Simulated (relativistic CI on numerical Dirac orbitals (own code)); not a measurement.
Line list: Electric-dipole lines, I20+

Method of calculation: Dirac-Coulomb-Breit CI, KLI orbitals optimised for each configuration, a model potential for QED, unscaled Slater integrals (own radial code, finite nucleus).

CI space (outside the closed core [Ar] 3d10): 4s²4p³, 4s4p⁴, 4s²4p²4d, 4p⁵, 4s4p³4d, 4s²4p²4f, 4s4p³4f, 4p⁴4d, 4s4p²4d², 4s²4p4d4f, 4p⁴4f, 4s²4p²5s, 4s²4p4d², 4s²4d³, 4s4p4d³, 4s²4d²4f, 4s4p4d²4f, 4s²4d²5s, 4p³4d², 4p²4d³, 4p²4d²4f, 4p²4d²5s. Double excitations out of closed p, d and f shells are left out; levels of such configurations are missing from the list, as are those of other unlisted configurations, and high levels can miss mixing partners.

| λ vac (nm) | Lower | Upper | A (s⁻¹) | gf | Branching (%) |
| --- | --- | --- | --- | --- | --- |
| 11.180 | 4s²4p³ ⁴S°3/2 [1] | 4s²4p²4d ²D5/2 [30] | 1.21e+11 | 1.36e+00 | 33.9 |
| 11.333 | 4s4p⁴ ⁴P5/2 [6] | 4s4p³4d ²F°7/2 [83] | 1.79e+11 | 2.75e+00 | 89.5 |
| 11.410 | 4s²4p³ ²P°1/2 [4] | 4s²4p²4d ²D3/2 [40] | 1.48e+11 | 1.15e+00 | 43.2 |
| 11.467 | 4s²4p²4d ⁴F5/2 [14] | 4s²4p²4f ⁴G°7/2 [129] | 2.31e+11 | 3.64e+00 | 79.0 |
| 11.468 | 4s²4p²4d ⁴F9/2 [20] | 4s²4p²4f ⁴G°11/2 [156] | 3.48e+11 | 8.23e+00 | 98.3 |
| 11.500 | 4s4p⁴ ⁴P5/2 [6] | 4s4p³4d ²F°7/2 [80] | 1.25e+11 | 1.97e+00 | 75.1 |
| 11.533 | 4s²4p²4d ⁴D7/2 [19] | 4s²4p4d² ²F°7/2 [148] | 1.80e+11 | 2.87e+00 | 53.6 |
| 11.537 | 4s²4p²4d ⁴F7/2 [17] | 4s²4p²4f ²G°9/2 [147] | 1.28e+11 | 2.55e+00 | 52.7 |
| 11.566 | 4s4p⁴ ²D5/2 [10] | 4s4p³4d ²F°7/2 [111] | 4.35e+11 | 6.98e+00 | 95.5 |
| 11.618 | 4s²4p³ ²D°5/2 [3] | 4s²4p²4d ²F7/2 [37] | 4.48e+11 | 7.25e+00 | 100.0 |
| 11.642 | 4s²4p²4d ⁴F3/2 [11] | 4s²4p²4f ⁴G°5/2 [118] | 2.42e+11 | 2.96e+00 | 71.7 |
| 11.645 | 4s4p⁴ ⁴P3/2 [7] | 4s4p³4d ⁴D°5/2 [90] | 1.56e+11 | 1.91e+00 | 59.6 |
| 11.667 | 4s4p⁴ ²P3/2 [13] | 4s²4p²4f ²D°5/2 [124] | 1.82e+11 | 2.23e+00 | 56.9 |
| 11.702 | 4s²4p³ ²D°3/2 [2] | 4s²4p²4d ²D5/2 [35] | 1.93e+11 | 2.38e+00 | 50.2 |
| 11.706 | 4s²4p³ ⁴S°3/2 [1] | 4s²4p²4d ⁴P1/2 [27] | 3.19e+11 | 1.31e+00 | 96.0 |
| 11.729 | 4s²4p³ ⁴S°3/2 [1] | 4s²4p²4d ⁴P3/2 [26] | 2.39e+11 | 1.97e+00 | 77.1 |
| 11.753 | 4s²4p²4d ²D5/2 [30] | 4s²4p²4f ²F°7/2 [180] | 5.22e+11 | 8.66e+00 | 79.9 |
| 11.758 | 4s4p⁴ ²D5/2 [10] | 4s4p³4d ²D°5/2 [106] | 1.85e+11 | 2.30e+00 | 56.6 |
| 11.785 | 4s²4p²4d ⁴F9/2 [20] | 4s²4p4d² ⁴F°9/2 [150] | 2.39e+11 | 4.97e+00 | 55.5 |
| 11.799 | 4s²4p²4d ²F5/2 [15] | 4s²4p²4f ²G°7/2 [136] | 2.96e+11 | 4.94e+00 | 79.6 |
| 11.803 | 4s²4p³ ²D°3/2 [2] | 4s²4p²4d ²D3/2 [34] | 2.61e+11 | 2.18e+00 | 73.4 |
| 11.803 | 4s²4p²4d ²G9/2 [32] | 4s²4p²4f ²H°11/2 [182] | 3.60e+11 | 9.03e+00 | 91.4 |
| 11.815 | 4s²4p²4d ²D5/2 [35] | 4s²4p²4f ²F°7/2 [197] | 2.74e+11 | 4.59e+00 | 45.5 |
| 11.824 | 4s²4p³ ⁴S°3/2 [1] | 4s²4p²4d ⁴P5/2 [25] | 2.62e+11 | 3.29e+00 | 77.4 |
| 11.846 | 4s²4p²4d ⁴F7/2 [17] | 4s²4p4d² ⁴F°7/2 [142] | 2.30e+11 | 3.88e+00 | 65.8 |
| 11.917 | 4s²4p³ ²P°1/2 [4] | 4s²4p²4d ²P3/2 [38] | 2.16e+11 | 1.84e+00 | 71.9 |
| 11.924 | 4s4p⁴ ²D3/2 [9] | 4s4p³4d ²F°5/2 [101] | 1.47e+11 | 1.88e+00 | 50.4 |
| 11.935 | 4s²4p²4d ⁴P3/2 [26] | 4s²4p4d² ⁴D°5/2 [163] | 3.24e+11 | 4.15e+00 | 49.3 |
| 11.945 | 4s²4p²4d ²D3/2 [34] | 4s²4p²4f ²F°5/2 [191] | 3.70e+11 | 4.74e+00 | 58.2 |
| 11.946 | 4s²4p²4d ⁴P5/2 [25] | 4s²4p4d² ⁴D°7/2 [162] | 3.30e+11 | 5.65e+00 | 59.9 |
| 11.947 | 4s²4p²4d ²F7/2 [29] | 4s²4p4d² ²G°9/2 [176] | 2.96e+11 | 6.33e+00 | 72.6 |
| 11.956 | 4s²4p²4d ⁴D3/2 [18] | 4s²4p4d² ⁴F°5/2 [141] | 2.17e+11 | 2.79e+00 | 55.4 |
| 11.978 | 4s4p⁴ ⁴P5/2 [6] | 4s4p³4d ²G°7/2 [71] | 8.53e+10 | 1.47e+00 | 75.9 |
| 11.986 | 4s²4p²4d ²G7/2 [24] | 4s²4p4d² ²G°9/2 [158] | 2.03e+11 | 4.37e+00 | 55.0 |
| 12.012 | 4s4p⁴ ⁴P5/2 [6] | 4s4p³4d ⁴P°5/2 [68] | 1.71e+11 | 2.22e+00 | 77.3 |
| 12.051 | 4s²4p³ ²D°5/2 [3] | 4s²4p²4d ²D5/2 [35] | 1.76e+11 | 2.30e+00 | 45.7 |
| 12.060 | 4s²4p²4d ⁴D7/2 [19] | 4s²4p²4f ²G°9/2 [138] | 1.27e+11 | 2.78e+00 | 66.5 |
| 12.079 | 4s²4p²4d ²D5/2 [35] | 4s²4p²4f ²F°7/2 [190] | 3.06e+11 | 5.35e+00 | 64.2 |
| 12.277 | 4s²4p²4d ⁴F7/2 [17] | 4s²4p²4f ⁴G°9/2 [131] | 1.46e+11 | 3.30e+00 | 64.4 |
| 12.353 | 4s²4p²4d ²P3/2 [38] | 4s²4p4d² ²D°5/2 [198] | 4.58e+11 | 6.29e+00 | 80.0 |
| 12.497 | 4s²4p³ ²D°3/2 [2] | 4s²4p²4d ²D5/2 [30] | 1.54e+11 | 2.17e+00 | 43.2 |
| 12.547 | 4s²4p³ ²P°3/2 [5] | 4s²4p²4d ²D5/2 [41] | 3.73e+11 | 5.28e+00 | 93.2 |
| 12.789 | 4s²4p³ ²P°3/2 [5] | 4s²4p²4d ²D3/2 [40] | 1.92e+11 | 1.88e+00 | 56.1 |
| 12.895 | 4s²4p³ ²D°5/2 [3] | 4s²4p²4d ²D5/2 [30] | 8.01e+10 | 1.20e+00 | 22.4 |
| 13.343 | 4s²4p³ ²P°3/2 [5] | 4s²4p²4d ²S1/2 [39] | 2.46e+11 | 1.31e+00 | 80.6 |

Terms are leading LS components. Brackets give the number of a level in order of energy, since labels repeat. The list gives strong lines, with weight on those to low levels, without lines whose two gauges differ by over a factor of 2.5, among the lowest 200 of 3665 levels, so that lines to higher ones, which can be the strongest, are missing. Levels whose partners in the same complex of configurations lie outside the list can be far off, and so can their lines. Rates are taken at the computed energies, electric ones in the length gauge.

At this charge energies of transitions that change n are usually good to better than 1 %, and those within a shell (Δn = 0) to a few per cent.

LS names give the leading component of a level, which can be under half, so a name can repeat, a term be missing and a line seem to break the LS rules.
